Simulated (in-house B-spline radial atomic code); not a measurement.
Settings and results of a run for Ag³⁺ (with a hole in an inner shell). Level of theory: Dirac-Hartree-Fock, average of the jj configuration, Fermi nucleus of rms radius 4.5454 fm; calculated with an all-electron radial atomic-structure program (B-spline basis).

In the input, a minus or plus after the letter marks the j = l - 1/2 or j = l + 1/2 subshell.

Command:
```bash
python run_scf.py task.json out
```
Settings (nuclear radius in fm, mass in u):
```
Z                47
configuration    1s2 2s2 2p6 3s2 3p-1 3p+4 3d10 4s2 4p6 4d9
hamiltonian      dirac
method           hf
spin_polarised   False
nucleus          fermi
rms_radius       4.5454
atomic_mass      106.90509
speed_of_light   137.035999084
```

Output (hartree, bohr):
```
 radial grid: 69 intervals, B-splines of order 8, outer radius 28.1081 bohr

 iter        energy (Eh)    residual
    1       -5273.928170    6.23e-01
    2       -5284.881290    5.52e-01
    3       -5289.747000    1.27e-01
    4       -5290.128106    3.14e-02
    5       -5290.148943    1.84e-02
    6       -5290.155597    1.77e-03
    7       -5290.155632    1.53e-04
    8       -5290.155632    2.03e-05
    9       -5290.155632    1.54e-06
   10       -5290.155632    1.28e-07

 total energy                     -5290.15563
 kinetic                            5535.5324
 electron-nucleus                 -12750.9334
 electron-electron                  1925.2454

 first-order corrections (not in the total)
   Gaunt                             3.9282
   retardation                      -0.3969
   frequency dependence             -0.0311
   self-energy                       2.6852
   Uehling                          -0.3334
   Wichmann-Kroll                    0.0062
   recoil                            0.0188

 orbital      occ     eigenvalue          <r>       <r^2>       <1/r>     <1/r^2>       r_max    small
 1s1/2      2.000      -946.1266    0.0310985  0.00130753     49.4407     5230.61     0.02016  2.97e-02
 2s1/2      2.000      -144.6413     0.134227    0.021304     11.4206     593.426      0.1139  6.24e-03
 2p1/2      2.000      -134.1221     0.114292   0.0160539     11.3498     190.167     0.08831  6.21e-03
 2p3/2      4.000      -127.7607     0.119139   0.0173109     10.6834     155.473     0.09244  5.97e-03
 3s1/2      2.000       -29.4517     0.364274    0.151789     4.02816     115.264      0.3307  1.79e-03
 3p1/2      1.000       -25.5288     0.358275    0.149646     3.91734     36.8162      0.3182  1.72e-03
 3p3/2      4.000       -24.2083     0.366179    0.155558     3.76992     30.4809       0.327  1.67e-03
 3d3/2      4.000       -16.7615     0.338606    0.136251     3.59807     16.3292      0.2702  1.54e-03
 3d5/2      6.000       -16.6956     0.341871    0.138654     3.55416     15.8492      0.2733  1.52e-03
 4s1/2      2.000        -5.8948      0.89692    0.909243     1.53393     21.7806      0.8114  4.45e-04
 4p1/2      2.000        -4.4385     0.954088     1.04077     1.43746     6.91132      0.8484  4.07e-04
 4p3/2      4.000        -4.2565     0.978723     1.09242     1.37619     5.53322      0.8665  3.78e-04
 4d3/2      3.600        -2.0047      1.18975     1.66493     1.11034     2.29749      0.9732  2.61e-04
 4d5/2      5.400        -1.9803      1.20128     1.69721     1.09771     2.22661      0.9816  2.56e-04
```

Time taken, with all properties: 1 s on 1 thread of Intel(R) Xeon(R) Platinum 8488C, on a shared host.

For the Dirac Hamiltonian the kinetic term is c α·p + (β - 1)c².
